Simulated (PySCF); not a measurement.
Coordinates in bohr (charge 0 multiplicity 3):
```
Ge    0.4893    0.0462   -0.3766
H     3.0552   -0.1426    1.0734
O    -2.2608   -0.2793    1.5599
H    -3.0190    1.3301    1.9287
```

Method: UPBE0/[Ge def2-TZVP, H def2-TZVP, O def2-TZVP], no relativity, density fitting, PySCF.

This geometry of HGe(OH) is a stationary point at this level.

Q: What is the point group?

A: C1.

Q: Is it a minimum?

A: Yes: all harmonic wavenumbers are real.

Q: What are the dipole moment and the gap between the highest occupied and lowest empty levels of either spin?

A: 1.39 D and 1.40 eV.

Q: Give the ideal-gas entropy at 298.15 K and 1 bar by parts.

A: translation 165.2, rotation 84.8, vibration 8.9, spin 9.1; total 268.0 J/(mol K).

Q: What is the atomisation energy, with and without zero-point energy?

A: 971 kJ/mol without, 922 kJ/mol with.

Only a few start shapes were tried, so a lower isomer may exist. At this level a singlet minimum of Cs symmetry lies 171 kJ/mol below this structure.
